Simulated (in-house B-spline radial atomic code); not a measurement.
**Ionising the thallium ion Tl⁺ with different functionals**

Computed with an all-electron radial atomic-structure program (B-spline basis): four-component Dirac-Coulomb Hamiltonian, Fermi nucleus of rms radius 5.4759 fm, spin-restricted, spherical fractional occupations for the functionals. The ionisation energy is the difference of two self-consistent energies, [Xe] 4f14 5d10 6s2 → [Xe] 4f14 5d10 6s1, without Breit or QED terms; ε is the level of the shell that loses the electron (mean over j).

Hybrids are left out here: with spherical fractional occupations of an open shell their exact exchange keeps a self-interaction that integer-occupation calculations don't have.

```
           method  rung  ΔSCF (eV)  -ε(6s) (eV)
         LDA VWN5   LDA      21.19        16.68
 relativistic LDA   LDA      21.12        16.62
         LDA PW92   LDA      21.19        16.68
LDA exchange-only   LDA      19.92        15.44
              PBE   GGA      20.77        16.30
           PBEsol   GGA      20.84        16.37
             BLYP   GGA      20.81        16.29
             RPBE   GGA      20.63        16.17
             PW91   GGA      20.87        16.39
             BP86   GGA      20.96        16.49
             AM05   GGA      20.80        16.33
             OLYP   GGA      20.48        16.02
```

Question: How do they compare with the NIST value?

Answer: NIST lists 20.428 eV (measured, ground level to ground level). Errors run from -0.51 to +0.76 eV; OLYP is closest (+0.05 eV), but part of that can be cancellation, since the calculations leave out Breit-QED terms, spin polarisation.
